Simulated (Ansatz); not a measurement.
Saddle point of InN2H4Cl, closed shell (InN₂H₄Cl ([NH2][In]([NH2])[Cl]) → InNHCl ([NH][In][Cl]) + NH₃ (still joined by a long In–N bond); bonds formed: N2–H4; bonds broken: N3–H4; bonds weakened to dative contacts: In1–N2), PBE0-D4/def2-TZVP structure:

In1  (-1.140, 0.324, 0.094)
N2  (0.964, 0.263, -0.605)
N3  (-0.169, -0.972, 1.184)
H4  (0.783, -0.621, 0.316)
Cl5  (-2.648, 1.824, -0.763)
H6  (1.614, 1.013, -0.407)
H7  (1.174, -0.098, -1.526)
H8  (-0.578, -1.734, 1.707)
(Å)

Energies are electronic, without zero-point energy. Barriers and step energies count from the start structure reached by relaxing down the imaginary mode; all methods use the PBE0-D4 structures, on which another method's saddle can fall below an end. Program: Ansatz 0.2.0. Basis: def2-TZVPP, with def2-QZVPP for the basis limit. Cores are frozen in the correlated methods. Filled d shells of the heavier atoms are correlated. Core potentials replace the inner electrons of the atoms past krypton. The def2 sets are not built for correlating such inner shells, so the correlated values are less sure here. B3LYP uses VWN-RPA correlation. Extrapolation: Hartree–Fock as exp(−7.88 √X), correlation as X^−2.97.

```csv
method,barrier (kcal/mol),step energy (kcal/mol)
SPW92,36.60,30.05
PBE-D4,41.07,28.60
BLYP-D4,42.80,26.92
r2SCAN-D4,45.04,31.49
B97M-V,47.77,30.84
PBE0-D4,47.14,34.53
B3LYP-D4,47.58,32.03
r2SCAN0-D4,?,35.98
BHLYP-D4,54.52,38.52
CAM-B3LYP-D4,50.42,36.71
wB97X-V,51.91,38.57
wB97M-V,50.73,36.98
B2PLYP,?,31.44
PBE-QIDH,49.46,36.01
RPA on PBE,46.98,30.53
HF,66.09,46.40
MP2,?,31.24
CCSD,52.27,36.32
CCSD(T),48.66,33.08
```

**Question.** Fill in the withheld barriers. (An estimate is asked for; the value comes from the calculation.)

**Answer.** By the calculation: r2SCAN0-D4 49.38; B2PLYP 47.44; MP2 46.53 kcal/mol. Each is the energy of the saddle less that of the start structure, by the same method.

For comparison, the barrier by CCSD(T) at an estimated basis limit (MP2 extrapolated from triple and quadruple zeta, plus CCSD(T) − MP2 in triple zeta) is 48.58 kcal/mol.

T1 diagnostic: at most 0.023. The restricted Hartree–Fock reference is unstable towards an unrestricted one at one or more of these structures.

Labels in which every atom is bracketed show which atoms are joined, not bond orders.

For scale, one of the runs: CCSD(T)/def2-TZVPP, 210 basis functions, launched by `ansatz run in.yaml --threads 4 --pin off --events-out ev --progress --plain --max-ram 9574MiB`. Time: 100 s of wall clock on 4 CPU threads of an Arm Neoverse V1; the host was shared. Peak host memory: 3.2 GiB.
